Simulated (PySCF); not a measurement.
# Relaxation of triplet [MoF3]+

Method: UPBE0 in PySCF with Mo def2-TZVP with ECP28, F def2-TZVP; scalar-relativistic core potentials, no spin–orbit coupling; density-fitted integrals. A (50,194) grid was used.

A start at or just off a symmetric point, pushed along the force that breaks its symmetry, of Cs symmetry, free to break it:

Coordinates in bohr (charge 1 multiplicity 3):
```
Mo    0.0679    0.0075    0.0000
F     3.2325   -0.0120    0.0000
F    -1.7904    2.9052    0.0000
F    -1.7922   -2.9319    0.0000
```

(1) What forces act on the atoms at the start (eV/Å)?

(2) What does it relax to?

(3) How much energy is released, and in how many steps?

## Answers

(1) 
```
atom     Fx     Fy    Fz
 Mo1  -5.05  -0.27  0.00
  F2   3.76  -0.06  0.00
  F3   0.52  -1.24  0.00
  F4   0.76   1.57  0.00
```

(2) It ends at C2v with Mo–F 1.758 Å, Mo–F 1.780 Å (×2); F–Mo–F 105.8°, F–Mo–F 127.1° (×2) (after a last refinement on a finer grid). The frequency run here used a shortcut that can spoil soft modes, so no verdict on minimum or saddle point is given. Other isomers or separated fragments may lie lower.

(3) 26.1 kJ/mol in 9 steps.

Other spin states or occupations of the open shell can lie lower.

The relaxation took about 8 core-minutes on a shared host.
